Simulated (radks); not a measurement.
The tellurium ion Te24+, configuration [Ar] 3d10 4s(up 0, down 0).

Calculated with a radial shooting solver on a logarithmic mesh with Libxc functionals: scalar-relativistic Kohn-Sham, PBE, spin-polarised, spherical densities, point nucleus.

Energy parts (hartree):
total: -6525.92355
kinetic: 6848.51661
electron-nucleus: -14953.19121
Hartree: 1729.15581
exchange-correlation: -150.40476

Orbitals (lengths in bohr, moments of r in powers of bohr):
1s: occ. 2; eigenvalue (hartree) -1190.654; <r^2> 0.001048; <r^4> 2.869e-06; <r> 0.02781
2s: occ. 2; eigenvalue (hartree) -205.7886; <r^2> 0.01687; <r^4> 0.0004880; <r> 0.1196
2p: occ. 6; eigenvalue (hartree) -187.6689; <r^2> 0.01333; <r^4> 0.0003513; <r> 0.1045
3s: occ. 2; eigenvalue (hartree) -61.43946; <r^2> 0.1145; <r^4> 0.01970; <r> 0.3169
3p: occ. 6; eigenvalue (hartree) -55.52642; <r^2> 0.1137; <r^4> 0.02022; <r> 0.3135
3d: occ. 10; eigenvalue (hartree) -46.74721; <r^2> 0.09707; <r^4> 0.01668; <r> 0.2874
4s: occ. 0; eigenvalue (hartree) -28.15524; <r^2> 0.4834; <r^4> 0.3235; <r> 0.6565

The highest occupied level is 3d at -1272.1 eV. Summed over all electrons, <r^2> = 1.998 bohr^2, which gives a Langevin (diamagnetic) susceptibility term of -1.58 x 10^-6 cm^3/mol. The density falls to 0.001 e/bohr^3 at r = 1.01 bohr.
